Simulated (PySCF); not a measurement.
## Mayer bond orders and bond lengths

C5H9NO.
Numbering: `[H]/[N:7]=[CH:6]/[O:5][CH2:4][C:2](=[CH2:1])[CH3:3]` (hydrogens: H8, H9 on C1; H10, H11, H12 on C3; H13, H14 on C4; H15 on C6; H16 on N7)

Structure used (PBE0-D3(BJ)/def2-SVP), in Å, numbered top down from 1:
```xyz
16
C5H9NO angstrom
C     -2.096    0.660    1.710
C     -1.534    0.166    0.602
C     -2.286   -0.070   -0.670
C     -0.086   -0.219    0.590
O      0.551    0.447   -0.496
C      1.845    0.192   -0.672
N      2.505   -0.591    0.069
H     -1.511    0.832    2.618
H     -3.162    0.904    1.747
H     -2.256   -1.137   -0.950
H     -1.819    0.486   -1.498
H     -3.337    0.238   -0.586
H      0.035   -1.309    0.452
H      0.420    0.039    1.533
H      2.220    0.766   -1.537
H      3.476   -0.635   -0.239
```

Bond orders from the PBE0/pcSseg-1 density (PySCF). Isolated species at its PBE0-D3(BJ)/def2-SVP geometry (one conformer only).

Task: Where do the orders between heavy atoms depart from those drawn in the SMILES?

Result: The largest departure is 0.153, at C4–O5 (drawn single, 0.847). Drawn single, order below 0.88: C4–O5 (0.847).

Task: Give the Mayer order of every bond between heavy atoms, beside its length.

Result: 
```json
{"bond": "C1–C2", "drawn as": "double", "length (Å)": "1.337", "Mayer order": "1.981"}
{"bond": "C2–C3", "drawn as": "single", "length (Å)": "1.497", "Mayer order": "1.041"}
{"bond": "C2–C4", "drawn as": "single", "length (Å)": "1.498", "Mayer order": "1.032"}
{"bond": "C4–O5", "drawn as": "single", "length (Å)": "1.425", "Mayer order": "0.847"}
{"bond": "O5–C6", "drawn as": "single", "length (Å)": "1.330", "Mayer order": "1.101"}
{"bond": "C6–N7", "drawn as": "double", "length (Å)": "1.264", "Mayer order": "1.904"}
```

Bonds between the same two heavy elements. C–C: lowest C2–C4 (1.032, 1.498 Å), highest C1–C2 (1.981, 1.337 Å). C–O: lowest C4–O5 (0.847, 1.425 Å), highest O5–C6 (1.101, 1.330 Å).

Task: And the bonds to hydrogen?

Result: C–H: 0.93 to 0.96 (8 bonds); H–N: 0.93 (1 bond).

Task: Sum the orders of all bonds at each heavy atom with more than one neighbour and set the sums beside the valence in the SMILES.

Result: C1 3.864 (drawn 4), C2 4.054 (drawn 4), C3 3.889 (drawn 4), C4 3.757 (drawn 4), O5 1.948 (drawn 2), C6 3.955 (drawn 4), N7 2.835 (drawn 3). Orders between atoms that aren't bonded are not in these sums.

Mayer orders depend on the basis set.
